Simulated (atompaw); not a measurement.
What one change does to a pseudopotential (V, PAW (atompaw))

atompaw 4.2.0.5 input, output lines left out:

```
V 23
GGA-PBE scalarrelativistic loggrid 1500 logderivrange -3 5 201
4 4 3 0 0 0
4 0 1.5
4 1 0
3 2 3
0 0 0
c
c
c
v
c
c
v
v
2
3.00 3.00 2.55 2.15
y
3.85
n
y
1.1
n
y
0.15
n
custom rrkj gramschmidtortho gaussian
3 -0.5 troulliermartins
3.00
3.00
3.00
3.00
1.25
1.25
```

Change: waves 4s (bound); 4s channel at 3.85 Ry; 4p (bound); 4p channel at 1.1 Ry; 3d (bound); 3d channel at 0.15 Ry; augmentation gaussian compensation charge, radius 3.00 bohr; PAW radius 3.00 bohr; waves and projectors: bloechl.

Cutoffs: the cutoffs (Ry, on a coarse ladder) from which the occupation-weighted sum of valence levels, in a spherical-Bessel basis at the reference potential, stays within 10 and 1 mRy of its value at 400 Ry; they do not see the model core or the augmentation charge, which bear on the density cutoff.

What does the change do?

The potential gets softer (60 Ry and 100 Ry → 21 Ry and 30 Ry); the range in which the s phases agree narrows (upper end at the end of the scan → 3.1); the range in which the p phases agree narrows (upper end 3.0 → -0.0); neither file shows a bound ghost.

```tsv
quantity	base	changed
cutoff, loose	60 Ry	21 Ry
cutoff, tight	100 Ry	30 Ry
loose cutoff by channel (10 mRy a level)	s 6 Ry, d 55 Ry	s 6 Ry, d 18 Ry
bound ghosts	none	none
s: phases at 3.01 bohr within 0.05 rad from the reference energy up to (Ry; the scan ends near 5)	to the end of the scan	3.1
p: phases at 3.01 bohr within 0.05 rad from the reference energy up to (Ry; the scan ends near 5)	3.0	-0.0
d: phases at 3.01 bohr within 0.05 rad from the reference energy up to (Ry; the scan ends near 5)	4.8	3.6
lowest overlap eigenvalue by channel	s 0.02, p 0.57, d 0.98	s 0.42, p 0.05, d 1.00
```

 The cutoffs see the waves, projectors and local potential, not the compensation charge or the core.
